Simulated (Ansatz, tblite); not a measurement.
Removing and adding an electron: the cluster Ti2Se4 (the lowest singlet isomer of a short search). Total charge 0; singlet. Geometry: PBE0-D4/def2-SVP. Ansatz, gas phase; energy differences of separate SCF runs; the oxidised species was run as a doublet alone; the reduced species was run as a doublet alone.

Cartesian coordinates in Å:
```
Ti 0.5505 0.0306 0.8786
Ti -0.4201 0.9960 -1.0806
Se 1.9565 0.9216 -0.8605
Se -1.1738 1.6992 1.0734
Se -0.9576 -1.3610 -1.0028
Se 0.0445 -2.2865 0.9918
```

The xTB rows come from tblite. HOMO above LUMO, or a gap near zero within one spin, warns that the state may not be the lowest or that an electron is smeared out. The structure comes from a short search, and lower isomers may exist.

| level | −HOMO (eV) | vertical IE (eV) | −LUMO (eV) | vertical EA (eV) | HOMO–LUMO gap (eV) | IE − EA (eV) | remarks |
| --- | --- | --- | --- | --- | --- | --- | --- |
| GFN1-xTB | 9.82 | 12.44 | 9.45 | 6.94 | 0.37 | 5.50 | – |
| GFN2-xTB | 10.35 | 12.49 | 10.00 | 7.91 | 0.35 | 4.58 | – |
| PBE-D4/def2-TZVP | 5.06 | 7.41 | 3.99 | – | 1.07 | – | gap within one spin near zero (+1 doublet) |
| PBE-D4/def2-TZVPD | 5.08 | – | 4.02 | 1.97 | 1.07 | – | HOMO above zero (-1 doublet) |
| r2SCAN-D4/def2-TZVP | 5.33 | 7.48 | 3.94 | – | 1.39 | – | – |
| r2SCAN-D4/def2-TZVPD | 5.34 | – | 3.95 | 2.07 | 1.39 | – | – |
| PBE0-D4/def2-TZVPD | 6.19 | – | 3.27 | 2.16 | 2.92 | – | spin-contaminated (⟨S²⟩ 1.03) (-1 doublet) |

Relaxing the reduced species (PBE0-D4/def2-SVPD) changes its energy by -1.22 eV at PBE0-D4/def2-TZVPD, so the adiabatic electron affinity to this nearest minimum is 3.38 eV. On the way the bond Se5–Se6 breaks. At PBE-D4/def2-TZVPD it is 3.14 eV.  Run but left out: PBE0-D4/def2-TZVP (singlet: restricted singlet, unstable towards broken spin symmetry).   A HOMO above zero means that the electron is unbound at that level or that self-interaction error raises the level; the energy of removing that electron tells which. Raw xTB energy differences between charge states are shifted by several eV; the methods need an empirical correction for them.
